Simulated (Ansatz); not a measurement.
CH4Mg (SMILES [CH3][MgH]) moved off its minimum; all values from Ansatz (an electronic-structure program), cores frozen in correlated methods.
(charge 0, multiplicity 1)
```xyz
6

Mg    -0.7387    -0.3553    -0.1349
H     -2.1454    -1.1787    -0.3648
C      1.1023     0.6455     0.1811
H      1.6756     0.3089     1.1210
H      0.9872     1.7429     0.1520
H      1.7656     0.2775    -0.6681
```

**Question.** Give the forces (eV/Å), the total energy and the dipole at CCSD(T)/def2-TZVPPD.

**Answer.** 
```json
[
 {"atom": "Mg1", "Fx": "0.700", "Fy": "0.383", "Fz": "0.279"},
 {"atom": "H2", "Fx": "-0.592", "Fy": "-0.333", "Fz": "-0.129"},
 {"atom": "C3", "Fx": "1.049", "Fy": "-1.115", "Fz": "0.240"},
 {"atom": "H4", "Fx": "-0.925", "Fy": "0.703", "Fz": "-1.138"},
 {"atom": "H5", "Fx": "0.372", "Fy": "-0.391", "Fz": "0.020"},
 {"atom": "H6", "Fx": "-0.603", "Fy": "0.752", "Fz": "0.728"}
]
```
Energy -240.0508 hartree, dipole 0.23 D.
